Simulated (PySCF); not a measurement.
C4H9O, SMILES C[CH]OCC, multiplicity 2. Atoms are numbered in the order given.

```xyz
14

C      2.4260     0.2109    -0.2873
C      1.1919    -0.1486     0.4579
O      0.0311     0.0432    -0.2221
C     -1.1644    -0.2366     0.4855
C     -2.3454     0.0567    -0.4172
H      2.4364    -0.2686    -1.2810
H      2.5184     1.3045    -0.4599
H      3.3203    -0.1150     0.2654
H      1.1381    -0.0431     1.5514
H     -1.2069     0.3839     1.4031
H     -1.1656    -1.2953     0.8084
H     -3.2909    -0.1499     0.1076
H     -2.3048    -0.5684    -1.3224
H     -2.3420     1.1124    -0.7293
```
Charge 0, spin multiplicity 2.

Geometry optimised at B3LYP-D3(BJ)/def2-SVP. The isomer is the one that the SMILES or the coordinates give; other isomers of the formula were not compared. One conformer was computed; it need not be the lowest.

These are PySCF with PBE/pcH-1 values and carry that method's errors.

Unrestricted Kohn–Sham, ⟨S²⟩ = 0.752. Hyperfine tensors hold the contact and dipolar terms, without spin-orbit corrections.

Computed hyperfine couplings:
```json
[
 {"nucleus": "13C no. 1", "A(iso) (MHz)": "-18.4", "A(iso) (G)": "-6.6", "dipolar principal values (MHz)": "-1.9, -1.5, 3.4"},
 {"nucleus": "13C no. 2", "A(iso) (MHz)": "142.6", "A(iso) (G)": "50.9", "dipolar principal values (MHz)": "-70.4, -70.1, 140.5"},
 {"nucleus": "17O no. 3", "A(iso) (MHz)": "-11.9", "A(iso) (G)": "-4.2", "dipolar principal values (MHz)": "-62.1, 29.9, 32.2"},
 {"nucleus": "13C no. 4", "A(iso) (MHz)": "-1.5", "A(iso) (G)": "-0.5", "dipolar principal values (MHz)": "-1.5, -1.2, 2.8"},
 {"nucleus": "13C no. 5", "A(iso) (MHz)": "-1.3", "A(iso) (G)": "-0.4", "dipolar principal values (MHz)": "-0.5, -0.3, 0.8"},
 {"nucleus": "1H no. 6", "A(iso) (MHz)": "45.3", "A(iso) (G)": "16.2", "dipolar principal values (MHz)": "-4.8, -4.3, 9.1"},
 {"nucleus": "1H no. 7", "A(iso) (MHz)": "123.9", "A(iso) (G)": "44.2", "dipolar principal values (MHz)": "-4.1, -2.9, 7.0"},
 {"nucleus": "1H no. 8", "A(iso) (MHz)": "11.3", "A(iso) (G)": "4.0", "dipolar principal values (MHz)": "-5.1, -4.0, 9.1"},
 {"nucleus": "1H no. 9", "A(iso) (MHz)": "-22.7", "A(iso) (G)": "-8.1", "dipolar principal values (MHz)": "-31.1, -1.2, 32.3"},
 {"nucleus": "1H no. 10", "A(iso) (MHz)": "10.8", "A(iso) (G)": "3.9", "dipolar principal values (MHz)": "-3.5, -3.2, 6.7"},
 {"nucleus": "1H no. 11", "A(iso) (MHz)": "12.0", "A(iso) (G)": "4.3", "dipolar principal values (MHz)": "-4.5, -3.3, 7.9"},
 {"nucleus": "1H no. 12", "A(iso) (MHz)": "-1.1", "A(iso) (G)": "-0.4", "dipolar principal values (MHz)": "-1.0, -0.9, 1.9"},
 {"nucleus": "1H no. 13", "A(iso) (MHz)": "-0.1", "A(iso) (G)": "0.0", "dipolar principal values (MHz)": "-1.6, -1.5, 3.1"},
 {"nucleus": "1H no. 14", "A(iso) (MHz)": "0.2", "A(iso) (G)": "0.1", "dipolar principal values (MHz)": "-1.7, -1.5, 3.2"}
]
```
